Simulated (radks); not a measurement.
Task: Coherent X-ray form factor from a spherical all-electron density. Calculated with a radial shooting solver on a logarithmic mesh with Libxc functionals: Dirac Kohn-Sham, PBE, spin-unpolarised, spherical densities, finite nucleus; Fermi nuclear charge, rms radius of each element as measured or else 0.836 A^(1/3) + 0.57 fm.

sin(theta)/lambda (1/angstrom)  f0 (electrons)
0.05                                    53.871
0.1                                     51.175
0.15                                    47.931
0.2                                     44.624
0.25                                    41.473
0.3                                     38.610
0.4                                     33.821
0.5                                     29.949
0.6                                     26.657
0.8                                     21.557
1                                       18.226
1.25                                    15.453
1.5                                     13.164
2                                        9.217

The species is in the configuration that NIST lists as its ground one. Which atom or ion scatters so?

Result: The barium ion Ba+, [Xe] 6s1. Extrapolating in s^2 from the first two rows gives f0(0) = 54.8, near the electron count 55; among species with that count, the fall with angle is slower the higher Z, and the table is that of Z = 56; from so few rows the species is fixed only to a neighbour or two.
